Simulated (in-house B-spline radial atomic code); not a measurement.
Results of a calculation; reference values are marked as such.
# What the choice of pseudopotential does to G0W0 on PBE0: As

All numbers come from a B-spline radial code for spherical atoms, non-relativistic, configuration [Ar] 3d10 4s2 4p3, open shells at high spin. Semilocal Troullier-Martins pseudo-atoms, one channel per l, are made with PBE or LDA for several valence sets and radii, with or without a model core, and set against the all-electron atom. One channel fits only the lowest state of its l, so a second state of that l is approximate. All electrons give 4p up: PBE0 -7.134 eV, G0W0 -9.992 eV, 4s down: PBE0 -13.452 eV, G0W0 -16.339 eV. Potentials are made in the ion's own configuration unless the neutral atom is named, and a smooth local potential serves every l without a channel. Potentials that miss their own reference levels by more than 6 millihartree, or need radii over 3.5 bohr, are left out. Columns give pseudo minus all-electron, in eV; a dash marks a level in the core or of low weight.

```
       valence  made with          radii (bohr)  model core (bohr)  4p up PBE0  4p up G0W0  4s down PBE0  4s down G0W0
         4s 4p        PBE         s 1.66 p 2.00               none       +0.02       +0.03         +0.14         +0.25
         4s 4p        PBE         s 1.91 p 2.31               none       +0.03       +0.05         +0.12         +0.25
      3d 4s 4p        PBE  s 1.33 p 1.60 d 1.15               none       -0.07       -0.23         +0.08         -0.23
      3d 4s 4p        PBE  s 1.50 p 1.80 d 1.30               none       -0.07       -0.24         +0.08         -0.25
      3d 4s 4p        LDA  s 1.30 p 1.58 d 1.13               0.30       -0.07       -0.23         +0.11         -0.20
      3d 4s 4p        PBE  s 1.50 p 1.80 d 1.30               0.30       -0.07       -0.24         +0.04         -0.29
      3d 4s 4p        LDA  s 1.63 p 1.98 d 1.41               0.30       -0.07       -0.24         +0.09         -0.24
   3p 3d 4s 4p        LDA  s 1.46 p 0.47 d 1.27               none       +0.02       +0.06         -0.35         -1.11
   3p 3d 4s 4p        PBE  s 1.66 p 0.52 d 1.44               none       +0.04       +0.09         -0.43         -1.20
   3p 3d 4s 4p        PBE  s 2.16 p 0.68 d 1.87               none       +0.06       +0.12         -0.64         -1.67
3s 3p 3d 4s 4p        PBE  s 0.53 p 0.52 d 1.44               none       -0.04       -0.07         -0.16         -0.22
3s 3p 3d 4s 4p        PBE  s 0.61 p 0.60 d 1.66               none       -0.04       -0.06         -0.21         -0.28
3s 3p 3d 4s 4p        PBE  s 0.53 p 0.52 d 1.44               0.27       -0.04       -0.06         -0.15         -0.20
3s 3p 3d 4s 4p        LDA  s 0.61 p 0.60 d 1.62               0.27       -0.02       -0.03         -0.10         -0.15
```

Problem. How does the G0W0 shift of 4p up, which all sets hold, depend on the valence set?

Solution. Mean size: 4s 4p: 0.04 eV; 3s 3p 3d 4s 4p: 0.05 eV; 3p 3d 4s 4p: 0.09 eV; 3d 4s 4p: 0.24 eV. A larger valence set can do worse when it takes only part of a shell, whose exchange with the frozen rest is then left to the functional. The means mix radii and the functional used in making the potentials.
